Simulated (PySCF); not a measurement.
SMILES CCOCC (C4H10O) (GFN2-xTB optimised geometry):

```
15

C      1.121    -1.648    -0.977
C      1.257    -0.689     0.206
O      0.662     0.569     0.000
C     -0.750     0.569     0.000
C     -1.228     2.013     0.000
H      1.736    -2.527    -0.802
H      1.454    -1.159    -1.888
H      0.090    -1.968    -1.106
H      0.842    -1.158     1.113
H      2.314    -0.469     0.380
H     -1.122     0.043     0.894
H     -1.138     0.048    -0.888
H     -2.314     2.045    -0.001
H     -0.852     2.523    -0.882
H     -0.854     2.527     0.881
```

Calculation: B3LYP/def2-TZVP (PySCF).

**Question.** What are the frontier orbital energies and the dipole moment?

**Answer.** HOMO-2 -9.43 eV, HOMO-1 -8.49 eV, HOMO -7.04 eV, LUMO 0.99 eV, LUMO+1 1.49 eV; dipole moment 1.16 D.

Meta-Löwdin charges at B3LYP/def2-TZVP: C1 -0.35, C2 0.02, O3 -0.41, C4 0.03, C5 -0.33, H6 0.11, H7 0.11, H8 0.11, H9 0.08, H10 0.11, H11 0.08, H12 0.08, H13 0.11, H14 0.12, H15 0.11.
